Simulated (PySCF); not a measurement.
trimethylsulfonium (C3H9S), SMILES C[S+](C)C, charge +1.

Geometry optimised at B3LYP-D3(BJ)/def2-SVP.

Calculation: PySCF with PBE/def2-TZVP.

Computed frontier levels, gap, dipole moment and polarisability:
The highest occupied level is -12.95 eV, the lowest empty level is -5.82 eV and the orbital gap is 7.12 eV. The dipole moment about the centre of nuclear charge is 0.92 D, the mean static polarisability comes out as 54.0 bohr³ (8.00 Å³) and the polarisability, principal values is 44.8, 58.6, 58.6 bohr³.
